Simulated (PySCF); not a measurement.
Delta-SCF ions had no search for a lower state. Excitations are Tamm–Dancoff values on a coarser integration grid. The basis has no diffuse functions, so Rydberg states are missing or too high.

## C3H6OS, SMILES `CSC(C)=O` (C–S–C–O torsion 0°) (charge 0, multiplicity 1)

Method: PBE-D3(BJ)/def2-TZVP // B3LYP-D3(BJ)/def2-TZVP run with PySCF.

- HOMO = -6.12 eV
- dipole moment = 1.20 D
- LUMO = -1.55 eV
- HOMO–LUMO gap = 4.57 eV
- S1 excitation (TDA) = 4.76 eV
- S1 oscillator strength = 0.000
- T1 excitation (TDA) = 4.18 eV
- S1–T1 gap (TDA) = 0.58 eV
- vertical ionisation energy (Delta-SCF) = 9.28 eV
- total energy = -591.0482 Ha
- cost = about 2.4 core-minutes (a rough figure)

```xyz
11

C      2.1339     0.2513    -0.2908
S      0.5251     0.9816     0.1036
C     -0.5739    -0.3464    -0.3692
C     -2.0273    -0.0092    -0.1443
O     -0.2017    -1.3995    -0.8201
H      1.9475    -0.7432    -0.6953
H      2.6415     0.8687    -1.0286
H      2.7342     0.1827     0.6138
H     -2.5525    -0.0849    -1.0975
H     -2.1653     0.9880     0.2705
H     -2.4545    -0.7498     0.5336
```
Charge 0, spin multiplicity 1.
